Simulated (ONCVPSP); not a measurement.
## La (Z = 57): ONCV pseudisation with LDA (Perdew-Zunger), non-relativistic reference atom.

ONCVPSP 4.0.1 input, shortened (lines: element, Z, core and valence counts, functional; n l f; lmax; l rc ep ncon nbas qcut; lloc lpopt rc5 dvloc0; l nproj debl; icmod fcfact rcfact), LDA (Perdew-Zunger), non-relativistic:

```
  La 57.00    9    4        3      upf
    1    0    2.00
    2    0    2.00
    2    1    6.00
    3    0    2.00
    3    1    6.00
    3    2   10.00
    4    0    2.00
    4    1    6.00
    4    2   10.00
    5    0    2.00
    5    1    6.00
    5    2    1.50
    6    0    1.50
    3
    0    2.85    0.00    4    7    5.50
    1    1.75    0.00    4    8    4.40
    2    4.00    0.00    5    9    4.30
    3    3.05    0.36    5    9    4.00
    4    5    1.15    4.00
    0    2    2.50
    1    3    3.10
    2    2    2.70
    3    3    1.40
    1    0.45    0.00
```

In the f channel the program set the typed energies aside and used -0.259, 1.141, 2.541 Ha.

All-electron outer shells of the reference configuration (LDA (Perdew-Zunger), non-relativistic, ld1.x):

```
shell  level (eV)  outermost node (bohr)  outermost maximum (bohr)
   5s      -35.05                   0.81                      1.47
   5p      -21.50                   0.84                      1.60
   6s       -3.29                   1.95                      3.98
   5d       -3.20                   0.94                      2.21
```

(1) Estimate the cutoffs (Ha) at which the residual kinetic energy of the hardest occupied pseudo-wave falls to 1 and 0.1 mHa per electron.

(2) Does the potential have ghost states?

(3) Which valence shell sets the plane-wave cutoff?

(4) Tests: 5s2 5p6 5d1 6s2; 5s2 5p6 5d1 6s1; 5s2 5p6 5d1 6s0; 5s2 5p6 5d2 6s1. Which has the largest error in its energy relative to the reference configuration, and how large is it?

Results:

(1) 30 Ha and 62 Ha.

(2) Ghosts flagged at negative energy: s at -86.5 eV (a further GHOST(-) flag falls on a real empty level of the atom); GHOST(+) flagged for p at 229.9 eV, d at 281.7 eV. A true bound ghost makes a file unfit for plane-wave use.

(3) 5p: 30 Ha for 1 mHa per electron, against 8 Ha for 5s.

(4) 5s2 5p6 5d1 6s1, with +1.2 meV (all-electron minus pseudo) on +5.90 eV.
